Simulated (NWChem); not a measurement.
System meant: C$_{3}$H$_{6}$OSi; SMILES C[Si@H]1C=CO1

NWChem input:

```
start job
memory heap 200 mb stack 900 mb global 1100 mb
geometry units angstroms noautoz
  C      0.010963    -1.991866    -0.509388
  Si     0.070765    -0.412440     0.470168
  C      1.092914     1.021754    -0.074178
  C     -0.105327     1.590247    -0.337779
  O     -1.140116     0.743196    -0.042498
  H      0.874547    -2.629718    -0.261070
  H      0.034385    -1.778556    -1.588007
  H     -0.903671    -2.560463    -0.279010
  H     -0.054048    -0.685581     1.930537
  H      2.087654     1.440786    -0.200541
  H     -0.376848     2.578504    -0.732669
end
basis spherical
  C library def2-svp
  Si library def2-svp
  O library def2-svp
  H library def2-svp
end
dft
  xc b3lyp
  iterations 4
  mulliken
end
task dft energy
```

End of the output:

```
    Atom       Charge   Shell Charges
 -----------   ------   -------------------------------------------------------
    1 C    6     6.25   1.96  0.59  0.33  1.91  1.41  0.05
    2 Si  14    13.33   2.00  1.93  0.63  0.30  5.81  1.24  0.90  0.52
    3 C    6     6.28   1.97  0.62  0.35  1.92  1.36  0.06
    4 C    6     5.92   1.96  0.61  0.30  1.81  1.07  0.17
    5 O    8     8.27   1.97  0.93  0.62  2.73  1.99  0.02
    6 H    1     0.96   0.62  0.27  0.07
    7 H    1     0.96   0.62  0.26  0.07
    8 H    1     0.96   0.62  0.26  0.07
    9 H    1     1.11   0.66  0.43  0.02
   10 H    1     0.98   0.62  0.28  0.07
   11 H    1     0.99   0.64  0.28  0.07

 center of mass
 --------------
 x =  -0.03568721 y =   0.08045930 z =   0.02475842

 moments of inertia (a.u.)
 ------------------
         527.390562109011           0.000000000000          -0.000000000000
           0.000000000000         211.505563401789           0.000000000000
          -0.000000000000           0.000000000000         612.065537239503

     Multipole analysis of the density
     ---------------------------------

     L   x y z        total         alpha         beta         nuclear
     -   - - -        -----         -----         ----         -------
     0   0 0 0     -0.000000    -23.000000    -23.000000     46.000000

     1   1 0 0      0.473862      0.236931      0.236931     -0.000000
     1   0 1 0     -0.413929     -0.206964     -0.206964     -0.000000
     1   0 0 1     -0.115883     -0.057941     -0.057941      0.000000

     2   2 0 0    -28.955150    -56.985671    -56.985671     85.016193
     2   1 1 0      0.505566     -1.669193     -1.669193      3.843953
     2   1 0 1      0.092562      0.267837      0.267837     -0.443112
     2   0 2 0    -25.114000   -151.561451   -151.561451    278.008903
     2   0 1 1     -0.894846     -1.098296     -1.098296      1.301747
     2   0 0 2    -28.594176    -36.346045    -36.346045     44.097914

 ------------------------------------------------------------------------
 dft energy failed                                                                                  0
 ------------------------------------------------------------------------
 ------------------------------------------------------------------------
  current input line :
    27: task dft energy
 ------------------------------------------------------------------------
 ------------------------------------------------------------------------
 This type of error is most commonly associated with calculations not reaching convergence criteria
 ------------------------------------------------------------------------
 For more information see the NWChem manual at https://nwchemgit.github.io

0:dft energy failed:Received an Error in Communication
```

Task: What is wrong, and how is it mended?

Result: The run did not converge; its last values are not results. Cause: the SCF was allowed too few iterations. This input runs:
```
start job
memory heap 200 mb stack 900 mb global 1100 mb
geometry units angstroms noautoz
  C      0.010963    -1.991866    -0.509388
  Si     0.070765    -0.412440     0.470168
  C      1.092914     1.021754    -0.074178
  C     -0.105327     1.590247    -0.337779
  O     -1.140116     0.743196    -0.042498
  H      0.874547    -2.629718    -0.261070
  H      0.034385    -1.778556    -1.588007
  H     -0.903671    -2.560463    -0.279010
  H     -0.054048    -0.685581     1.930537
  H      2.087654     1.440786    -0.200541
  H     -0.376848     2.578504    -0.732669
end
basis spherical
  * library def2-svp
end
dft
  xc b3lyp
  iterations 150
  mulliken
end
task dft energy
```
It converges to -482.42109 Ha (B3LYP/def2-SVP).
